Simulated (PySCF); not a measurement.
H3O2, SMILES O[OH2+], charge +1.

Geometry: B3LYP-D3(BJ)/def2-TZVP. The isomer is the one that the SMILES or the coordinates give; other isomers of the formula were not compared.

Method: B3LYP/def2-TZVPD in PySCF.

* **total energy**: -151.88418 hartree
* **point group**: Cs
* **highest occupied level**: -17.21 eV
* **lowest empty level**: -9.17 eV
* **orbital gap**: 8.04 eV
* **dipole moment about the centre of nuclear charge**: 2.27 D
* **mean static polarisability**: 12.5 bohr³ (1.86 Å³)
* **polarisability, principal values**: 10.3, 10.7, 16.5 bohr³
